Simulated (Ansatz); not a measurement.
Species: CHB₂N, SMILES `B=BC#N` (charge 0, multiplicity 1).

### Question
Give a relaxed geometry from PBE0-D3(BJ)/def2-TZVP (Ansatz, an electronic-structure program).

### Answer
the end point of this relaxation (outside a Z-matrix the atoms follow the SMILES, hydrogens last).
Cartesian coordinates (Å) in one orientation:
```xyz
5

B      1.416     0.158     0.471
B     -0.025    -0.002     0.011
C     -1.410    -0.157    -0.432
N     -2.511    -0.280    -0.784
H      2.529     0.281     0.825
```
